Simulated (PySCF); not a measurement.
The potential of point charges around `CN([SiH3])C[SiH2]P`

Species: `CN([SiH3])C[SiH2]P`. Coordinates (GFN2-xTB, Å) and charges (e) from the PBE0/pcSseg-1 density (PySCF):

```
atom       x       y       z  Mulliken      IAO  Hirshfeld  ESP-fitted
  C1  -0.695  -0.219  -1.597   -0.0628  -0.2938    -0.0691     -0.3435
  N2  -0.818  -0.074  -0.172   -0.7898  -0.5097    -0.1724     -0.0978
 Si3  -2.009  -0.921   0.736   +0.6301  +0.7425    +0.3419     +0.4701
  C4  -0.201   1.135   0.326   -0.2719  -0.4060    -0.1071     -0.3841
 Si5   1.719   1.083   0.307   +0.4056  +0.5534    +0.2748     +0.4594
  P6   2.305  -0.862   1.241   -0.2159  -0.1032    -0.0253     -0.3933
  H7  -1.151  -1.154  -1.912   +0.1179  +0.1459    +0.0465     +0.1263
  H8   0.360  -0.227  -1.890   +0.1229  +0.1294    +0.0342     +0.1107
  H9  -1.184   0.605  -2.132   +0.1012  +0.1193    +0.0332     +0.1226
 H10  -1.521  -0.923   2.114   -0.1004  -0.1294    -0.0783     -0.1061
 H11  -2.057  -2.257   0.142   -0.1114  -0.1310    -0.0786     -0.1115
 H12  -3.357  -0.326   0.701   -0.1131  -0.1616    -0.0932     -0.1398
 H13  -0.520   1.284   1.358   +0.1444  +0.1487    +0.0426     +0.1498
 H14  -0.560   2.005  -0.241   +0.1329  +0.1293    +0.0338     +0.1255
 H15   2.228   2.168   1.152   -0.0499  -0.1102    -0.0808     -0.0946
 H16   2.257   1.304  -1.045   -0.0555  -0.1223    -0.0829     -0.1268
 H17   3.527  -0.962   0.598   +0.0572  -0.0020    -0.0104     +0.1276
 H18   1.668  -1.653   0.302   +0.0586  +0.0007    -0.0093     +0.1054
```

Points outside the species (Å): A (-4.4, 0.6, -2.4); B (-5.7, -3.2, -0.4); C (8.3, -4.8, -3.4); D (2.9, -1.9, -4.6).

Problem. Find the potential V = 14.3996 V·Å × Σ q/r of each set of charges at these points.

Solution. In volts:

```tsv
point	nearest atom	distance (Å)	Mulliken	IAO	Hirshfeld	ESP-fitted
A	H9	3.23	-0.080	-0.074	-0.001	+0.066
B	H11	3.80	-0.032	+0.037	-0.006	-0.002
C	H17	7.31	+0.016	-0.009	-0.004	+0.012
D	H8	4.07	+0.115	+0.004	+0.010	+0.086
```

Problem. How far are the other sets from the ESP-fitted one at these points?

Solution. Root-mean-square difference: Hirshfeld 0.051 V, Mulliken 0.076 V, IAO 0.084 V. The ESP scheme is a least-squares fit of atom-centred charges to the potential on four shells outside the van der Waals surface, with the total charge fixed.

Problem. What energy would a point charge of -2 e have at D in the field of the ESP charges, leaving out polarisation?

Solution. -0.171 eV = -16.5 kJ/mol, an attraction.

Isolated species at its GFN2-xTB geometry (one conformer only).

Conformer computed: `[CH3:1][N:2]([SiH3:3])[CH2:4][SiH2:5][PH2:6]`: C1–N2–C4–Si5 -73°, N2–C4–Si5–P6 -48°, H–P6–Si5–C4 154°, H–P6–Si5–C4 61°.
